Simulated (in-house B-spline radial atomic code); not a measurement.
Results of a calculation; reference values are marked as such.
# Two electrons in Ge: a spherical dot of radius 15.7 nm with hard walls with an ionised donor at its centre

For Ge the NSM archive of the Ioffe Institute lists m_l = 1.6 m0, m_t = 0.08 m0 and ε = 16.2; the model takes one isotropic valley with the conductivity mass 3/(1/m_l + 2/m_t) = 0.117 m0, and so misses anisotropy and the other valleys. All triplets below are those of one valley; with several valleys two electrons can form a triplet in the 1s orbital itself, at an energy set by the valley splitting. Real donors also feel a central-cell potential, which shifts the ground state.

Effective-mass model with parabolic bands, a uniform dielectric constant, no image charges, no central-cell or spin-orbit terms. Two-electron levels come from full CI in B-splines with partial waves to l = 5 (up to 0.001 effective hartree above the limit).

Task: What are the effective units, and what is the potential in them?

Result: Ha* = 27211.386 meV × 0.117/16.2² = 12.13 meV and a* = 0.0529177 nm × 16.2/0.117 = 7.327 nm. The radius is R = 2.14 a*, with −1/r added.

In these units the lowest s and p orbitals lie at -0.2040 and 1.3170, and their Coulomb and exchange integrals are J_ss = 0.9924, J_sp = 0.8146 and K_sp = 0.1576. Full CI gives 0.5115 for the ground singlet, 1.7537 for the sp triplet, 2.0242 for the sp singlet and 3.3214 for the lowest triplet of two s orbitals.

Task: What does it cost to add the second electron, to first order and exactly?

Result: To first order E = 2ε_s + J_ss = 0.5844, so the charging energy E(2) − 2E(1) is J_ss = 12.04 meV. CI gives 0.5115 − 2 × (-0.2040) = 0.9195, or 11.16 meV: relaxation and correlation lower it by 0.884 meV, 7.3 % of J_ss. The s² configuration of one-electron orbitals holds 98.1 % of the state, and the mean radius is 7.05 nm.

Task: How far above the singlet do the triplets lie?

Result: To first order the sp triplet lies at ε_s + ε_p + J_sp − K_sp = 1.7700, which is 14.38 meV above 2ε_s + J_ss. CI gives 1.7537 − (0.5115) = 1.2422, or 15.07 meV, 82 % of the orbital spacing of 18.45 meV. The ss triplet lies 34.09 meV up, so the lower of the two is the sp one, and its gap equals k_BT at 175 K. The sp singlet-triplet splitting is 3.281 meV, against 2K_sp = 3.824 meV.
